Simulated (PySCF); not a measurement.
How methods differ on the excitation energy of Si

Si [Ne] 3s2 3p2 (3P) → Si [Ne] 3s1 3p3 (5S), as a difference of total energies. Calculation: PySCF 2.14, in dyall-av3z (19s12p3d2f, 84 functions); scalar relativity by spin-free X2C-1e. Correlated levels: valence: [Ne] frozen; virtual orbitals above 40 to 60 times the deepest correlated orbital energy dropped. The calculations carry no spin-orbit coupling.

```json
{"method": "UHF", "excitation energy (eV)": "2.651"}
{"method": "MP2 (valence)", "excitation energy (eV)": "3.616"}
{"method": "SCS-MP2 (valence)", "excitation energy (eV)": "4.088"}
{"method": "CCSD (valence)", "excitation energy (eV)": "3.874"}
{"method": "CCSD(T) (valence)", "excitation energy (eV)": "3.930"}
```

Problem. How much does correlation contribute at CCSD(T) (valence)?

Solution. 3.930 − (2.651) = 1.279 eV, measured against UHF.

A first-order spin-orbit estimate (lowest level to lowest level, LS coupling) adds 0.016 eV.
